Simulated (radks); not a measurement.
Spherical quantum dot in the effective-mass picture: electrons in a hard-walled sphere of radius 3.52, all in effective atomic units (hartree* = m*/eps^2 hartree, bohr* = eps/m* bohr), one dielectric constant everywhere. Calculated with a radial shooting solver with Libxc functionals: non-relativistic Kohn-Sham, LDA (Slater exchange, Perdew-Wang correlation), spin-polarised, spherical densities. Levels are named by radial order and angular momentum (1s, 1p, 1d, 2s, ...), and open shells are averaged over m. Results are scaled to m* = 0.062 and eps = 14.1, for which hartree* = 8.486 meV and bohr* = 12.03 nm.

N = 11, configuration 1s2 1p6 1d(up 3, down 0). This is the lowest configuration that the search found. Occupied and some empty levels:

level    occupation  eigenvalue (meV)  <r> (nm)
1s up             1            37.506     26.20
1s down           1            37.979     26.03
1p up             3            39.718     28.04
1p down           3            40.230     27.98
1d up             3            43.224     29.40
1d down           0            43.756     29.38
1f up             0            47.839     30.46
1f down           0            48.379     30.46
2s up             0            48.590     19.54
2s down           0            48.838     19.57
2p up             0            54.855     22.39
2p down           0            55.171     22.36

Energy (meV): total 255.471, kinetic 90.638, external 0, Hartree 200.51, exchange-correlation -35.673.
